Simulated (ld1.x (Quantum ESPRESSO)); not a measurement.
What one change does to a pseudopotential (sulfur, ultrasoft)

S (Z = 16), ultrasoft, made with ld1.x (Quantum ESPRESSO) 7.5 (PW91, scalar-relativistic). Core [Ne], reference 3s2 3p3 (charge +1). Waves: 3s (bound): rcut 1.05, rcutus 1.25 bohr; 3s channel at -1.6 Ry: rcut 1.05, rcutus 1.25 bohr; 3p (bound): rcut 1.30, rcutus 1.75 bohr; 3p channel at -0.65 Ry: rcut 1.30, rcutus 1.75 bohr. Local part: all-electron potential smoothed inside 1.50 bohr (lloc = -1). Core correction: a·sin(br)/r model core, default radius (core density twice the valence density). Augmentation charge: PSQ, radius 1.15 bohr.

Change: all radii but the core radius scaled by about 1.13 (s 1.40, p 1.98 bohr, rcut 1.18/1.46); local potential all-electron potential smoothed inside 1.70 bohr (lloc = -1); augmentation PSQ, radius 1.30 bohr.

Cutoffs: the cutoffs (Ry, on a coarse ladder) from which the occupation-weighted sum of valence levels, in a spherical-Bessel basis at the reference potential, stays within 10 and 1 mRy of its value at 400 Ry; they do not see the model core or the augmentation charge, which bear on the density cutoff. Errors are all-electron minus pseudo energies relative to the spin-unpolarised reference configuration.

Q: How do hardness, ghosts and transferability respond?

A: The potential gets softer (25 Ry and 45 Ry → 18 Ry and 35 Ry); of the 7 tests that both files solve, the error grows in 5 and shrinks in 1 by more than 15 % and 0.3 meV (median size 1.9 → 4.2 meV); neither file shows a bound ghost. A larger radius leaves more room for a smooth pseudo-wave, so fewer plane waves are needed.

```tsv
quantity	base	changed
cutoff, loose	25 Ry	18 Ry
cutoff, tight	45 Ry	35 Ry
loose cutoff by channel (10 mRy a level)	s 18 Ry, p 15 Ry	s 15 Ry, p 15 Ry
bound ghosts	none	none
error for 3s2 3p4, meV [ΔE -11.82 eV]	+1.9	+2.1
error for 3s2 3p2, meV [ΔE 22.35 eV]	+1.5	+2.8
error for 3s2 3p1, meV [ΔE 56.47 eV]	+15	+24
error for 3s0 3p6, meV [ΔE 8.92 eV]	+1.2	-9.8
error for 3s1 3p4, meV [ΔE 10.88 eV]	-1.2	-4.2
error for 3s2 3p0, meV [ΔE 103.37 eV]	+52	+82
error for 3s1 3p5, meV [ΔE -1.51 eV]	+2.3	-0.3
lowest overlap eigenvalue by channel	s 0.54, p 0.81	s 0.46, p 0.86
```
